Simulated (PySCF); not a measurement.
## Ionisation energy of W⁶⁰⁺ by level of theory

W⁶⁰⁺ [Ne] 3s2 3p2 (3P) → W⁶¹⁺ [Ne] 3s2 3p1 (2P), as a difference of total energies. Computed with PySCF 2.14 in an even-tempered Gaussian basis (17 s from 16 bohr⁻², ratio 2.5; 12 p from 21 bohr⁻², ratio 2.5; 4 d from 81 bohr⁻², ratio 2.7; 4 f from 120 bohr⁻², ratio 2.7), with the spin-free X2C one-electron Hamiltonian (Gaussian nucleus). Correlated levels: outer shells: 1s2 frozen; virtual orbitals above 40 to 60 times the deepest correlated orbital energy dropped. The calculations carry no spin-orbit coupling.

```csv
method,ionisation energy (eV)
UHF,6354.4
LDA,6355.2
PBE,6356.5
PBE0,6356.3
r2SCAN,6357.0
MN15,6367.7
TPSSh,6356.6
MP2 (outer shells),6355.0
SCS-MP2 (outer shells),6354.8
```

Spin-orbit coupling is strong in these open shells (close to jj coupling). The scalar numbers leave it out and a first-order estimate fails, so it can dominate the gap to the real levels.

Breit and QED terms and the two-electron picture change are absent.

For comparison: 6596 ± 7 eV (semi-empirical (NIST evaluation); NIST Atomic Spectra Database, ionization energies).
